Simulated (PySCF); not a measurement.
Gas-phase reaction: GeO + 2 H2 + 3 O ⇌ Ge(OH)4

Energies from PySCF, thermal terms from the rigid-rotor harmonic-oscillator model, ideal gas at 1 bar. † marks an energy on the PBE0/def2-TZVP geometry and frequencies. MP2 freezes the core. Open shells (unrestricted): O (multiplicity 3); the rest are closed-shell singlets. Spin-orbit splitting is ignored; it lowers the true energy and changes the entropy of O. B3LYP is the form with VWN-RPA correlation. Ge: all electrons, no relativistic terms. Ge(OH)4: computed as isolated molecules; such fragments, hydroxides, amides, oligomers or adducts are transient or little studied in the gas. MP2 isn't extrapolated to the basis-set limit.

B3LYP/def2-TZVP† gives ΔH°(298 K) = -1637 kJ.

Q: What do PBE0/def2-QZVP†, M06-2X/def2-TZVP†, MP2/def2-TZVPP† give?

A: PBE0/def2-QZVP†: -1720 kJ; M06-2X/def2-TZVP†: -1784 kJ; MP2/def2-TZVPP†: -1787 kJ. For scale, ΔH°(298 K) is -1637 kJ at this level, -1717 kJ at ωB97M-V/def2-TZVP†, and runs from -2606 to -998 kJ over the 20 levels computed.
